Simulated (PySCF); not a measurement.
H3S2, SMILES S[SH2+], charge +1.

Coordinates come from a PBE-D3(BJ)/def2-TZVP optimisation. The isomer is the one that the SMILES or the coordinates give; other isomers of the formula were not compared.

Level of theory: PBE-D3(BJ)/def2-TZVP in PySCF 2.14.0.

Frequencies are harmonic and unscaled.

| mode | ν (cm⁻¹) | IR (km/mol) | moving atoms (share of kinetic energy) |
|---|---|---|---|
| 1 | 243 | 43.2 | H 97 % |
| 2 | 490 | 4.3 | S 99 % |
| 3 | 756 | 2.6 | H 94 % |
| 4 | 824 | 0.4 | H 96 % |
| 5 | 957 | 6.4 | H 93 % |
| 6 | 1182 | 8.0 | H 98 % |
| 7 | 2501 | 37.1 | H 97 % |
| 8 | 2503 | 47.6 | H 97 % |
| 9 | 2578 | 38.3 | H 97 % |
